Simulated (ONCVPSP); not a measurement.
**Ranking ONCV potentials for In (Z = 49)**

All share these settings but for the change named:

ONCVPSP 4.0.1 input, shortened (lines: element, Z, core and valence counts, functional; n l f; lmax; l rc ep ncon nbas qcut; lloc lpopt rc5 dvloc0; l nproj debl; icmod fcfact rcfact), PBE, scalar-relativistic:

```
  In 49.00    6    5        4      upf
    1    0    2.00
    2    0    2.00
    2    1    6.00
    3    0    2.00
    3    1    6.00
    3    2   10.00
    4    0    2.00
    4    1    6.00
    4    2   10.00
    5    0    2.00
    5    1    1.00
    2
    0    1.25    0.00    3    7   10.30
    1    1.55    0.00    4    8    8.80
    2    1.15    0.00    4    9    9.40
    4    5    1.00    0.00
    0    2    1.00
    1    2    0.70
    2    2    1.30
    3    6.00    1.50
```

Cutoff: the first of the cutoffs (Ha) at which the residual kinetic energy of the hardest occupied pseudo-wave falls to 1 and 0.1 mHa per electron; the density cutoff is not measured.

The base gives 39 Ha.

Of 10 variants that were run, those that failed, showed a ghost or another fault, or gave nearly equal values are left out.

A variant can come out equal or close to the base.

Problem. Rank these variants from softest to hardest (loose cutoff).
A. functional LDA (Perdew-Wang 92)
B. s: qcut 5.8
C. s: qcut 7.3; p: qcut 6.2; d: qcut 6.7

Solution. A (39 Ha), B (73 Ha), C (209 Ha).
